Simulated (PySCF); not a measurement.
## How methods differ on the excitation energy of Mo

Mo [Kr] 4d5 5s1 (7S) → Mo [Kr] 4d4 5s1 6s1 (7D), as a difference of total energies. All numbers are calculated (PySCF 2.14, a scalar-relativistic core potential, in aug-cc-pwCVDZ-PP with ECP28MDF). Correlated levels: valence and next inner shell: nothing frozen outside the core potential. The calculations carry no spin-orbit coupling.

```json
{"method": "UHF", "excitation energy (eV)": "5.453"}
{"method": "MP2 (valence and next inner shell)", "excitation energy (eV)": "6.219"}
{"method": "SCS-MP2 (valence and next inner shell)", "excitation energy (eV)": "5.827"}
{"method": "CCSD (valence and next inner shell)", "excitation energy (eV)": "6.024"}
{"method": "CCSD(T) (valence and next inner shell)", "excitation energy (eV)": "6.068"}
```

Question: How much does correlation contribute at CCSD(T) (valence and next inner shell)?

Answer: 6.068 − (5.453) = 0.615 eV, measured against UHF.

The promoted electron is Rydberg-like, and one or two diffuse shells describe it only roughly, which tends to raise the upper state.
